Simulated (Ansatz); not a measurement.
`[Cl][Sn]([Cl])([Cl])[Br]` + H–F → `[F][Sn]([Cl])([Cl])[Br]` + HCl at 400 K and 1 bar (ligand exchange at the Sn–Cl bond).

Gas-phase electronic energies from Ansatz, PBE0-D4/def2-TZVP geometries. CCSD(T)/CBS is the MP2 limit (def2-TZVPP, def2-QZVPP) plus CCSD(T) − MP2 in def2-TZVPP, frozen cores. This one scheme is used for every species. def2 core potentials past Kr. For Br, Sn outer-core shells are correlated without core-valence functions, which leaves a few kJ/mol of doubt a bond. Scalar relativity is left out up to krypton.

```
                   species  CCSD(T)/CBS energy (Eh)  H − E (kJ/mol)  S (J/(mol·K))
`[Cl][Sn]([Cl])([Cl])[Br]`              -4166.86464            45.3          420.8
                       H–F               -100.39570            36.5          182.2
 `[F][Sn]([Cl])([Cl])[Br]`              -3806.86426            46.3          418.5
                       HCl               -460.38127            29.6          195.4
```

H − E and S are ideal-gas, rigid-rotor, harmonic terms from PBE0-D4/def2-TZVP. 1 Eh = 2625.50 kJ/mol, R = 8.31446 J/(mol·K).

**Question.** By hand: ΔE, ΔH, ΔS and ΔG.

**Answer.** ΔE = (-3806.86426) + (-460.38127) − (-4166.86464) − (-100.39570) = 0.01481 Eh = 38.9 kJ/mol. Δ(H − E) = 46.3 + 29.6 − 45.3 − 36.5 = -5.9, so ΔH = 33.0 kJ/mol. ΔS = 418.5 + 195.4 − 420.8 − 182.2 = 10.9 J/(mol·K). ΔG = 33.0 − 400 × (10.9)/1000 = 28.6 kJ/mol.

**Question.** By hand: the equilibrium constant, and the temperature at which ΔG would vanish if ΔH and ΔS stayed fixed.

**Answer.** log₁₀ K = −ΔG/(RT ln 10) = -3.7. ΔG = 0 at ΔH/ΔS = 3028 K, far beyond where these terms or the molecules hold.

The number of gas molecules stays the same, so ΔS is small and ΔH decides. A doubt of 5 kJ/mol in ΔE shifts log₁₀ K by 0.7 here. These are equilibria of isolated gas molecules and say nothing of rates. Largest T1 diagnostic: 0.011 (customary marks: 0.02 for closed shells, 0.045 for open ones).
